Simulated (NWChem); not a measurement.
System: C$_{3}$H$_{7}$NO; SMILES C(O)/C=N\C

```xyz
12

C     -0.5302     2.0197     0.1208
N      0.7001     1.2937    -0.0306
C      0.7134     0.0333    -0.1397
C     -0.4307    -0.9565    -0.1305
O      0.0113    -2.2606     0.1200
H     -0.7058     2.6116    -0.7934
H     -1.4382     1.4171     0.3102
H     -0.4199     2.7516     0.9370
H      1.6957    -0.4539    -0.2825
H     -1.2241    -0.6393     0.5748
H     -0.8987    -0.9689    -1.1306
H      0.3979    -2.2815     1.0016
```
Atoms are numbered in this order, from 1.

Level: PBE0/def2-SVP (NWChem), optimised geometry, unscaled harmonic frequencies. 

**Question.** List the harmonic frequencies with IR intensities, and the thermochemistry.

**Answer.** 
```
frequency (cm⁻¹)  IR intensity (km/mol)
----------------  ---------------------
60                                  4.1
104                                 1.8
246                                 4.1
313                                84.9
388                                67.0
461                                 1.7
612                                 5.3
794                                 5.9
998                                15.7
1022                               31.7
1074                               10.5
1124                                1.7
1138                               60.6
1166                               46.2
1202                                3.6
1330                                6.9
1391                               30.0
1399                               19.5
1413                                4.6
1455                                4.4
1461                               11.9
1476                               10.7
1811                               46.5
3012                                2.7
3021                               71.4
3082                               25.2
3089                               16.7
3109                               23.2
3130                               11.1
3881                               39.3
```

zero-point energy: 64.0 kcal/mol
thermal correction to the enthalpy at 298.15 K (with zero-point energy): 68.5 kcal/mol
heat capacity Cv: 20.5 cal/(mol K)
entropy at 298.15 K and 1 atm (symmetry number 1): 78.3 cal/(mol K)
dipole moment: 1.70 D

Rigid rotor and harmonic oscillator; modes under 100 cm⁻¹ make the entropy uncertain.
